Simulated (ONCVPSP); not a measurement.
## u(r) = r·R(r): atom against pseudo-atom (Si (Z = 14))

Columns: radius, all-electron u(r) and pseudo u(r) of the 3s shell (level -28.54 eV) of silicon in the configuration [Ne] 3s2; PBE, scalar-relativistic, ONCV scheme, ONCVPSP 4.0.1.

```tsv
r (bohr)	all-electron	pseudo
0.095	0.1494	0.0228
0.190	-0.1207	0.0484
0.285	-0.3196	0.0789
0.380	-0.3805	0.1155
0.475	-0.3341	0.1585
0.570	-0.2226	0.2074
0.665	-0.0793	0.2615
0.760	0.0728	0.3200
0.855	0.2197	0.3823
0.950	0.3531	0.4475
1.045	0.4687	0.5141
1.140	0.5652	0.5798
1.235	0.6426	0.6415
1.330	0.7021	0.6956
1.425	0.7453	0.7391
1.520	0.7737	0.7698
1.615	0.7889	0.7872
1.710	0.7925	0.7921
1.805	0.7862	0.7861
1.900	0.7717	0.7717
1.995	0.7505	0.7504
2.090	0.7240	0.7240
2.185	0.6936	0.6936
2.280	0.6604	0.6604
2.375	0.6254	0.6254
2.470	0.5895	0.5895
```

How many radial nodes do the two functions have?

The all-electron 3s function has n − l − 1 = 2; the pseudo-wave has 0, since the states of the same l below it are removed with the core.

At about which radius was the pseudo-wave matched?

1.90 bohr. The columns agree to 0.0005 from 1.71 bohr on; several derivatives are matched, so the curves merge somewhat inside the radius.

Where does each function peak?

Outermost all-electron maximum near 1.71 bohr, pseudo maximum near 1.71 bohr (to the table’s step).

Is the pseudo-wave norm-conserving?

Yes: the ONCV scheme keeps the norm inside the radius equal to the all-electron one, which fixes the energy derivative of the logarithmic derivative at the level.
